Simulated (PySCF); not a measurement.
Compound: C3H4BF3.
SMILES: `CBC(F)=C(F)F`

Torsions of this conformer, `[CH3:1][BH:2][C:3]([F:4])=[C:5]([F:6])[F:7]`: C1–B2–C3–F4 1°.

The closed-shell ground state was solved at several levels (PySCF, density fitting, gas phase, non-relativistic). Isolated species at its PBE0-D3(BJ)/def2-SVP geometry (one conformer only).

```tsv
level	basis functions	total energy (Eh)	HOMO (eV)	LUMO (eV)	gap (eV)	dipole (D)
PBE0/def2-SVPD	181	-440.3033	-7.88	-1.98	5.90	0.87
B3LYP/pcJ-1	229	-441.0800	-7.55	-2.12	5.43	0.82
```

**Question.** What might PBE0/pcSseg-1 (139 basis functions) give for the same quantities?

**Answer.** Total energy -440.5690 Eh, HOMO -7.76 eV, LUMO -1.91 eV, gap 5.85 eV, dipole 0.85 D.

**Question.** Over all these levels, which gives the widest orbital gap and which the narrowest?

**Answer.** PBE0/def2-SVPD (global hybrid, 25 % exact exchange) has the widest, 5.90 eV, and B3LYP/pcJ-1 (global hybrid, 20 % exact exchange) the narrowest, 5.43 eV. Functional and basis both differ between the two, so the spread mixes both effects.

**Question.** How far do the dipole and the HOMO energy spread over the levels?

**Answer.** The dipole runs from 0.82 to 0.87 D (mean 0.85 D) and the HOMO from -7.88 to -7.55 eV.
